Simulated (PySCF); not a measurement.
**Relaxation of quintet RuSCl2**

These are results of PySCF, UPBE0, basis Ru def2-SVP with ECP28, S def2-SVP, Cl def2-SVP (scalar-relativistic core potentials, no spin–orbit coupling, density fitting), not measurements. A (50,194) grid was used.

A start displaced from a saddle point along its imaginary mode, of Cs symmetry, held to at least that symmetry:

Coordinates in bohr (charge 0 multiplicity 5):
```
Ru   -0.2563   -0.1565    0.0000
S    -1.7174   -3.9195    0.0000
Cl    3.9490    0.1079    0.0000
Cl   -1.6319    3.9317    0.0000
```

Question: What forces act on the atoms at the start (eV/Å)?

Answer: 
| atom | Fx | Fy | Fz |
| --- | --- | --- | --- |
| Ru1 | 0.00 | -0.27 | 0.00 |
| S2 | 0.16 | 0.48 | 0.00 |
| Cl3 | -0.10 | -0.07 | 0.00 |
| Cl4 | -0.05 | -0.14 | 0.00 |

Question: What does it relax to?

Answer: It ends at C2v with Ru–Cl 2.254 Å (×2), Ru–S 2.101 Å; Cl–Ru–Cl 154.7°, Cl–Ru–S 102.7° (×2) (after a last refinement on a finer grid). The frequency run here used a shortcut that can spoil soft modes, so no verdict on minimum or saddle point is given. Other isomers or separated fragments may lie lower.

Question: How much energy is released, and in how many steps?

Answer: 38.7 kJ/mol in 17 steps.

With open d or f shells other occupations or spin states may lie lower. At this level a triplet minimum of C2v symmetry lies 11 kJ/mol below this structure.

The relaxation took 92 s on 2 threads of a shared Arm Neoverse N1 host, with 85 basis functions and 18 gradients; the process peaked at 1 GiB. Launch command: `OMP_NUM_THREADS=2 python axn.py task.json out`.
